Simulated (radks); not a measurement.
The numbers below are computed, except where a source is named.
Q: Re V, 71 electrons, occupied as [Xe] 4f14 5d2 5f1 (not the ground configuration). Level of theory: Dirac Kohn-Sham, LDA (Slater exchange, Perdew-Wang correlation), spin-unpolarised, spherical densities, point nucleus; open shells are shared between the two j in proportion to 2j + 1 (a radial shooting solver on a logarithmic mesh with Libxc functionals). Some entries of the table are withheld. Estimate them.

| orbital | occ. | eigenvalue (eV) | <1/r> (bohr^-1) |
|---|---|---|---|
| 1s1/2 | 2 | -71555.57 | 88.74 |
| 2s1/2 | 2 | -12441.84 | 21.63 |
| 2p1/2 | 2 | -11910.06 | 21.60 |
| 2p3/2 | 4 | -10471.76 | 18.04 |
| 3s1/2 | 2 | -2919.312 | 7.938 |
| 3p1/2 | 2 | -2681.658 | (1) |
| 3p3/2 | 4 | -2369.363 | (2) |
| 3d3/2 | 4 | (3) | 6.830 |
| 3d5/2 | 6 | (4) | 6.613 |
| 4s1/2 | 2 | -649.1782 | 3.344 |
| 4p1/2 | 2 | -550.0852 | 3.235 |
| 4p3/2 | 4 | -476.9912 | 2.911 |
| 4d3/2 | 4 | -314.0878 | 2.700 |
| 4d5/2 | 6 | -300.5807 | 2.623 |
| 5s1/2 | 2 | -135.6224 | 1.324 |
| 5p1/2 | 2 | -104.9838 | 1.204 |
| 4f5/2 | 6 | -95.1399 | 2.187 |
| 5p3/2 | 4 | -93.2537 | 1.096 |
| 4f7/2 | 8 | -92.6114 | 2.156 |
| 5d3/2 | 0.8 | -51.5261 | 0.8397 |
| 5d5/2 | 1.2 | -50.1840 | 0.8183 |
| 5f5/2 | 0.428571 | -20.0745 | 0.3998 |
| 5f7/2 | 0.571429 | -20.0101 | 0.3978 |

A: 
(1) 3p1/2 <1/r> (bohr^-1): 7.855
(2) 3p3/2 <1/r> (bohr^-1): 6.932
(3) 3d3/2 eigenvalue (eV): -1969.271
(4) 3d5/2 eigenvalue (eV): -1901.426
